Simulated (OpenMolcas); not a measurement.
**Rb I: effect of the active space**

```
Program             : OpenMolcas
Method              : SS-CASPT2, IPEA 0.25 Eh, imaginary shift 0.1 Eh
Basis               : ANO-RCC-VQZP
Scalar Hamiltonian  : DKH3, point nucleus
Spin-orbit coupling : state interaction with AMFI integrals over the reference wave functions, term energies averaged over their components
```

A. 1 electron in 4 orbitals (5s 5p); 2S+1 = 2 even, 1 root; 2S+1 = 2 odd, 3 roots; closed shells correlated: 4s 4p; CASPT2 step of the order of 0.7 core-seconds
B. 1 electron in 8 orbitals (5s 5p 6s 6p); 2S+1 = 2 even, 1 root; 2S+1 = 2 odd, 3 roots; closed shells correlated: 4s 4p; CASPT2 step roughly 1.1 core-seconds

Energies in cm-1 above 5s 2S 1/2, the measured ground level; measured values from NIST Handbook of Basic Atomic Spectroscopic Data.

| Level | A | B | Measured |
| --- | --- | --- | --- |
| 5s 2S 1/2 | 0.0 | 0.0 | 0.0 |
| 5p 2P* 1/2 | 12537 | 12568 | 12579 |
| 5p 2P* 3/2 | 12672 | 12703 | 12817 |

Deviations, from unrounded energies. A percentage is the sum of absolute deviations over the sum of measured energies, with the sign that they share, or ± where signs differ.

```csv
Against measurement,Levels,A,B
mean absolute deviation (cm-1),2,93,62
other configurations (%),2,-0.7,-0.5
```

B lies closest to measurement on these levels. The largest miss of B in the table is 5p 2P* 3/2, by -110 cm-1. The ranking rests on the paired levels alone, and a cruder setting can come out closer through cancelling errors.

Between A and B the level of the table that moves most is 5p 2P* 1/2, by 31 cm-1 (lowest in A, highest in B).

ANO sets are built for ground and valence states and can reach diffuse excited orbitals poorly. With one active electron, CASPT2 adds the correlation within the correlated inactive shells and between them and that electron, and leaves the splitting within a term as the reference gives it. With one active electron outside closed inactive shells, the extra shells (6p 6s) add no correlation to the reference (holds for B). Computed and measured levels are paired by configuration, term and J; levels that our copy of the source lacks, or whose pairing is in doubt (as where it misses far off the trend of its configuration), stay unpaired and out of the deviations. Only configurations of the active space appear.

* marks odd parity.
